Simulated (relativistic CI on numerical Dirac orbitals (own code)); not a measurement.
**d5 in a ligand field**

Computed with a parametric ligand-field model of a d^n configuration (Racah B and C, spin-orbit zeta, crystal field), exact diagonalisation.

Field parameters in Wybourne normalisation: Oh B⁴₀ = 21Dq, B⁴₄ = √(5/14) B⁴₀; Td as Oh with Dq negative (B⁴₀ = 21Dq, B⁴₄ = √(5/14) B⁴₀). The field is a parameter set, without covalency.

Ground term and bands for B = 760, C = 3520, ζ = 0 cm⁻¹, Td, 10Dq = -4950 cm⁻¹?

Ground term 6A1 with 2.00 electrons in the two orbitals of the cubic e set. Spin-allowed: none. Lowest spin-forbidden: 4T1 22362 cm⁻¹ (447 nm), 4T2 24479 cm⁻¹ (409 nm), 4A1+E 25200 cm⁻¹ (397 nm). A high-spin d5 ion has no spin-allowed d-d band, hence its pale colour.

Ground term and bands for B = 630, C = 2700, ζ = 0 cm⁻¹, Oh, 10Dq = 7700 cm⁻¹?

Ground term 6A1 with 2.00 electrons in the two orbitals of the cubic e set. Spin-allowed: none. Lowest spin-forbidden: 4T1 14046 cm⁻¹ (712 nm), 4T2 17367 cm⁻¹ (576 nm), 2T2 18080 cm⁻¹ (553 nm). A high-spin d5 ion has no spin-allowed d-d band, hence its pale colour.

Ground term and bands for B = 1030, C = 4450, ζ = 0 cm⁻¹, Oh, 10Dq = 13150 cm⁻¹?

Ground term 6A1 with 2.00 electrons in the two orbitals of the cubic e set. Spin-allowed: none. Lowest spin-forbidden: 4T1 22640 cm⁻¹ (442 nm), 4T2 28205 cm⁻¹ (355 nm), 2T2 28858 cm⁻¹ (347 nm). A high-spin d5 ion has no spin-allowed d-d band, hence its pale colour.

Ground term and bands for B = 860, C = 3600, ζ = 0 cm⁻¹, Oh, 10Dq = 17550 cm⁻¹?

Ground term 6A1 with 2.00 electrons in the two orbitals of the cubic e set. Spin-allowed: none. Lowest spin-forbidden: 2T2 10669 cm⁻¹ (937 nm), 4T1 11920 cm⁻¹ (839 nm), 4T2 17640 cm⁻¹ (567 nm). A high-spin d5 ion has no spin-allowed d-d band, hence its pale colour.

A d5 ion in Oh symmetry has the ground term 2T2 and bands at 4T1 14751 cm⁻¹ (678 nm), 4T2 17821 cm⁻¹ (561 nm), 2A2 20403 cm⁻¹ (490 nm), 2T1 20547 cm⁻¹ (487 nm), 2T2 21700 cm⁻¹ (461 nm), 2E 22571 cm⁻¹ (443 nm), 6A1 23844 cm⁻¹ (419 nm). Which parameters reproduce them?

B = 400, C = 1610, ζ = 0 cm⁻¹, Oh, 10Dq = 22600 cm⁻¹.
